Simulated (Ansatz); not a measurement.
Ansatz (a first-principles code) input (BLYP/def2-TZVPD):

Ansatz 0.2 input:
```yaml
crystal:
  periodic: [false, false, false]
  atoms:
    - {symbol: Si, position_ang: [-1.52844235, -0.59639633, 0.07234357]}
    - {symbol: Ge, position_ang: [0.72022193, 0.28693164, -0.03474156]}
    - {symbol: H, position_ang: [-2.25016024, -0.03933995, -1.14584848]}
    - {symbol: H, position_ang: [-2.24052846, 0.21391062, 1.14543090]}
    - {symbol: H, position_ang: [1.41590051, -0.63460543, -1.13725411]}
    - {symbol: H, position_ang: [1.42587937, -0.37222897, 1.23659161]}
basis:
  gaussian:
    orbitals: def2-TZVPD
hamiltonian:
  xc: {name: BLYP}
total_charge: -1
magnetization: {spin_polarized: true, initial_magnetization: 1}
output: {forces: true}
```

End of the output:

```
integrals: 0.05 GiB planned
852 factors; their error is unknown
mean field: 0.48 GiB planned
mean field evaluation 1: about -64460.7005 eV, gradient 2.3e1 eV
mean field evaluation 2: about -64459.7160 eV, gradient 3.3e1 eV
mean field evaluation 4: about -64462.1771 eV, gradient 3.0e0 eV
mean field evaluation 8: about -64462.2706 eV, gradient 5.1e-2 eV
mean field evaluation 16: about -64462.2608 eV, gradient 2.5e-5 eV
mean field -64462.26081419 eV, -2368.9443908316 hartree, gradient 2.5e-5 eV, S^2 0.754362; 0 other end points of the search recorded, 0 dependent functions left out
the calculation of the forces begins
reference -64462.26116205 eV, -2368.9444036155 hartree; 26, 25 occupied and 107, 108 virtual orbitals, 852 factors
Total energy: -64462.26116205 eV, -2368.9444036155 hartree
Atom 0 at    -1.528442    -0.596396     0.072344 Å, force    -0.034767    -0.153645     0.017128 eV/Å
Atom 1 at     0.720222     0.286932    -0.034742 Å, force     0.014956     0.195661    -0.021689 eV/Å
Atom 2 at    -2.250160    -0.039340    -1.145848 Å, force    -0.069260     0.040852    -0.107607 eV/Å
Atom 3 at    -2.240528     0.213911     1.145431 Å, force    -0.068401     0.063429     0.096660 eV/Å
Atom 4 at     1.415901    -0.634605    -1.137254 Å, force     0.078262    -0.085613    -0.105016 eV/Å
Atom 5 at     1.425879    -0.372229     1.236592 Å, force     0.079210    -0.060685     0.120524 eV/Å
Dipole moment:     0.325226     0.202462    -0.023745 e Å
```
